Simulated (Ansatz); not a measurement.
Ansatz (an electronic-structure program) input (HF/3-21G): The .json file is the Basis Set Exchange's 3-21G.

Ansatz 0.2 input:
```yaml
crystal:
  periodic: [false, false, false]
  atoms:
    - {symbol: Si, position_ang: [-1.99103800, 0.24646800, 0.26234900]}
    - {symbol: C, position_ang: [-0.20378300, 0.03088100, 0.03481600]}
    - {symbol: C, position_ang: [0.78755900, 0.55370300, 0.81340300]}
    - {symbol: C, position_ang: [2.09519500, 0.16391400, 0.32009000]}
    - {symbol: C, position_ang: [2.03986400, -0.63149700, -0.80256400]}
    - {symbol: C, position_ang: [0.53305200, -0.75959400, -1.04715000]}
    - {symbol: H, position_ang: [-2.75646700, -1.02934900, 0.45992500]}
    - {symbol: H, position_ang: [-2.69863900, 0.88324400, -0.89801600]}
    - {symbol: H, position_ang: [-2.32582700, 1.09727000, 1.44640500]}
    - {symbol: H, position_ang: [0.61014300, 1.17977300, 1.68763600]}
    - {symbol: H, position_ang: [3.00907500, 0.48872500, 0.81648800]}
    - {symbol: H, position_ang: [0.28397800, -0.39572300, -2.05368800]}
    - {symbol: H, position_ang: [0.24094600, -1.81894100, -1.04320400]}
basis:
  gaussian:
    orbitals: 3-21G.json
hamiltonian:
  xc: {name: HF}
total_charge: -1
relax: {f_tol: 0.003, max_steps: 120}
```

From the output:

```
these checks for a lower state are left out or cut short: starts, cluster_reference, orbital_swaps, neighbouring_geometries, increment
integrals: 0.03 GiB planned
1005 factors; integrals over basis functions are off by at most 5.7e-4 eV
mean field: 0.22 GiB planned
mean field -13050.66001774 eV, -479.6029095967 hartree, gradient 7.1e-5 eV, S^2 0.000000; 0 other end points of the search recorded, 0 dependent functions left out
the calculation of the forces begins
reference -13050.66001774 eV, -479.6029095967 hartree; 26, 26 occupied and 46, 46 virtual orbitals, 1005 factors
relax step   6: F+E_penalty+E_count = -13050.66001774 eV  Δ(F+E_penalty+E_count) = -5.193e-6 eV  max|allowed force component| = 1.980e-3 eV/Å  Δτ_max = 0.0004 Å  (41 SCF iters, accepted)
integrals: 0.03 GiB planned
1005 factors; integrals over basis functions are off by at most 5.7e-4 eV
mean field: 0.22 GiB planned
mean field evaluation 64: about -13050.6600 eV, gradient 1.0e-5 eV
mean field -13050.66001774 eV, -479.6029095967 hartree, gradient 7.1e-5 eV, S^2 0.000000; 1 other end points of the search recorded, 0 dependent functions left out
the calculation of the forces begins
reference -13050.66001774 eV, -479.6029095967 hartree; 26, 26 occupied and 46, 46 virtual orbitals, 1005 factors
Total energy: -13050.66001774 eV, -479.6029095967 hartree
Atom 0 at    -2.011007     0.245719     0.260444 Å, force    -0.000379    -0.000451    -0.000651 eV/Å
Atom 1 at    -0.188943     0.029574     0.033607 Å, force    -0.000706     0.001427     0.001980 eV/Å
Atom 2 at     0.789298     0.548741     0.806489 Å, force     0.000456    -0.000436    -0.000594 eV/Å
Atom 3 at     2.112333     0.166734     0.324792 Å, force    -0.000939    -0.000198    -0.000319 eV/Å
Atom 4 at     2.077997    -0.630937    -0.800151 Å, force     0.000319     0.000119     0.000182 eV/Å
Atom 5 at     0.529338    -0.772775    -1.065873 Å, force    -0.000444     0.000319     0.000430 eV/Å
Atom 6 at    -2.791277    -1.026635     0.477193 Å, force    -0.000503    -0.000214     0.000002 eV/Å
Atom 7 at    -2.733024     0.900042    -0.890749 Å, force    -0.000494     0.000093    -0.000216 eV/Å
Atom 8 at    -2.335372     1.103342     1.454550 Å, force     0.000894    -0.000135    -0.000152 eV/Å
Atom 9 at     0.615542     1.168175     1.671530 Å, force     0.000324     0.000008     0.000025 eV/Å
Atom 10 at     3.005370     0.496618     0.827446 Å, force     0.000317    -0.000138    -0.000181 eV/Å
Atom 11 at     0.298588    -0.392624    -2.060634 Å, force     0.000592     0.000274    -0.000587 eV/Å
Atom 12 at     0.255216    -1.827101    -1.042156 Å, force     0.000563    -0.000668     0.000082 eV/Å
Dipole moment:    -1.051208     0.323622     0.411039 e Å
```

The dipole moment of an ion depends on the origin.

The geometry given is a B3LYP-D3(BJ)/def2-TZVP minimum.
